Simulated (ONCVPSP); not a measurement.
## What one change does to a pseudopotential (iridium, ONCV)

- Element: iridium
- Generator: ONCVPSP 4.0.1
- Type: optimised norm-conserving Vanderbilt (ONCV)
- Functional: LDA (Perdew-Wang 92)
- Relativity: scalar-relativistic
- Frozen core: [Kr] 4d10
- Valence charge: 31
- Reference configuration: 4f14 5s2 5p6 5d7 6s2
- Partial waves: 5s+6s: rc 1.60 bohr, ncon 5, nbas 10, qcut 9 1/bohr, 2 projectors; 5p: rc 1.50 bohr, ncon 3, nbas 6, qcut 11.3 1/bohr, 1 projector; 5d: rc 1.60 bohr, ncon 5, nbas 8, qcut 5.9 1/bohr, 1 projector; 4f: rc 0.65 bohr, ncon 3, nbas 8, qcut 22.5 1/bohr, 2 projectors, debl 2.9 Ha
- Local potential: polynomial inside 0.45 bohr (lpopt 5, dvloc0 0 Ha)
- Core correction: none

Change: all radii scaled by about 0.95 (s 1.52, p 1.44, d 1.52, f 0.62 bohr); local potential polynomial inside 0.42 bohr (lpopt 5, dvloc0 0 Ha).

Cutoffs: the cutoffs (Ha) at which the residual kinetic energy of the hardest occupied pseudo-wave falls to 1 and 0.1 mHa per electron; they do not see the model core or the augmentation charge, which bear on the density cutoff. Errors are all-electron minus pseudo energies relative to the spin-unpolarised reference configuration.

**Question.** Predict the effect on cutoff, ghosts and configuration errors.

**Answer.** The potential gets harder (244 Ha and 694 Ha → 281 Ha and 976 Ha); both files keep a bound ghost (d, p, s); the lowest positive-energy flag moves from s at 46.4 eV to none; of the 4 tests that both files solve, the error grows in 0 and shrinks in 1 by more than 15 % and 0.3 meV (median size 7.8 → 6.9 meV). A smaller radius makes the pseudo-wave follow the all-electron one further in, where it bends more sharply, so more plane waves are needed.

| quantity | base | changed |
| --- | --- | --- |
| cutoff, loose | 244 Ha | 281 Ha |
| cutoff, tight | 694 Ha | 976 Ha |
| loose cutoff by channel | s 29 Ha, p 35 Ha, d 17 Ha, f 244 Ha | s 31 Ha, p 38 Ha, d 17 Ha, f 281 Ha |
| bound ghosts | s, p, d | s, p, d |
| GHOST(+) flags under 300 eV | s at 46.4 eV | none |
| error for 4f14 5s2 5p6 5d7 6s1, meV [ΔE 10.18 eV] | -3.8 | -3.5 |
| error for 4f14 5s2 5p6 5d7 6s0, meV [ΔE 28.02 eV] | -12 | -10 |
| error for 4f14 5s2 5p6 5d6 6s0, meV [ΔE 58.86 eV] | -14 | -12 |
| error for 4f14 5s2 5p6 5d7.5 6s1.5, meV [ΔE -0.26 eV] | -1.8 | -1.7 |

 A true bound ghost makes a file unfit for plane-wave use even where its test errors are small: the radial tests pick states by their node count and pass the ghost by.
